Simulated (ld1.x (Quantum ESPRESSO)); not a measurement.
PW91 TM dataset for Sr, scalar-relativistic all-electron reference.

ld1.x (Quantum ESPRESSO) 7.5 input, shortened:

```
&input
   title='Sr', zed=38., rel=1, dft='PW91', iswitch=3,
   config='[Kr] 4d0 5s2 5p0'
 /
 &inputp
   pseudotype=2, tm=.true., lloc=2,
   nlcc=.false.
 /
3
4S  1  0   2.00   0.00  1.55  1.55  0.0
4P  2  1   6.00   0.00  1.50  1.50  0.0
4D  3  2   0.00   0.00  2.05  2.05  0.0
 &test
   configts(1)='4s2 4p6 4d0 5s2 5p0'
 /
```

Occupied shells without a wave of their own: 5s. They enter only through the test configuration that unscreens the potential.

Calculated quality:

* Cutoffs needed: 60 Ry and 100 Ry (the cutoffs (Ry, on a coarse ladder) from which the occupation-weighted sum of valence levels, in a spherical-Bessel basis at the reference potential, stays within 10 and 1 mRy of its value at 400 Ry)
* Ghost test: no extra level below or beside the all-electron valence levels (s, p, d, f tested) (spherical-Bessel basis up to 400 Ry, 20 bohr box)
* Largest excitation error: +131 meV (all-electron minus pseudo) for 4s2 4p6 4d0 5s0 5p0, out of 7 test configurations

Generation and tests took about 7.8 s on one core of a shared server CPU.
